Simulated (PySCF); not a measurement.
Heteronuclear NMR

Geometry:
```tsv
atom	x (Å)	y (Å)	z (Å)
B1	3.311	1.448	-1.050
N2	2.272	0.337	-0.889
C3	1.485	-0.491	-0.751
C4	0.458	-1.538	-0.589
O5	-0.836	-1.078	-0.717
C6	-1.448	-0.546	0.459
C7	-2.928	-0.477	0.153
C8	-0.871	0.801	0.857
H9	4.286	0.923	-1.571
H10	3.537	1.861	0.080
H11	2.787	2.287	-1.770
H12	0.640	-2.284	-1.381
H13	0.645	-2.038	0.382
H14	-1.280	-1.270	1.283
H15	-3.490	-0.137	1.035
H16	-3.113	0.228	-0.671
H17	-3.306	-1.465	-0.147
H18	0.188	0.742	1.149
H19	-1.422	1.204	1.720
H20	-0.958	1.517	0.026
```

Theory: PBE0/pcSseg-1 with gauge-including orbitals, structure optimised with PBE0-D3(BJ)/def2-SVP, in PySCF 2.14.0 with density-fitted response routines (averaged over atoms made equivalent by symmetry, fast rotation or ring inversion, isolated molecule, a single conformation, non-relativistic Hamiltonian).

**Question.** Predict the ¹⁵N NMR data.

**Answer.** 
```json
{"atoms": "N2", "environment": "donor nitrogen of a Lewis adduct", "σ (ppm)": "19.8", "δ (ppm)": "-168.6"}
```

Shieldings were converted by a linear fit to measured shifts: ¹⁵N: δ = -150.45 − 0.916σ (rms 7.2 ppm, 79 shifts vs CH3NO2, solution or neat liquid). Occasional misses reach two or three times the rms, and more in compound classes unlike the fitted ones.

On a 300 MHz spectrometer ¹⁵N resonates near 30.4 MHz, so 1 ppm is 30.4 Hz.

**Question.** Where does ¹⁷O resonate?

**Answer.** 
| atoms | environment | σ (ppm) | δ (ppm) |
| --- | --- | --- | --- |
| O5 | ether oxygen | 277.2 | 16.9 |

Shieldings were converted by a linear fit to measured shifts: ¹⁷O: δ = 264.06 − 0.892σ (rms 13.4 ppm, 147 shifts, 14.2 ppm with the 1 outlier that the fit left out vs liquid water, solution or neat liquid). A few per cent of atoms miss by over 2 rms, more outside the fitted compound classes.

On a 400 MHz spectrometer ¹⁷O resonates near 54.2 MHz, so 1 ppm is 54.2 Hz.
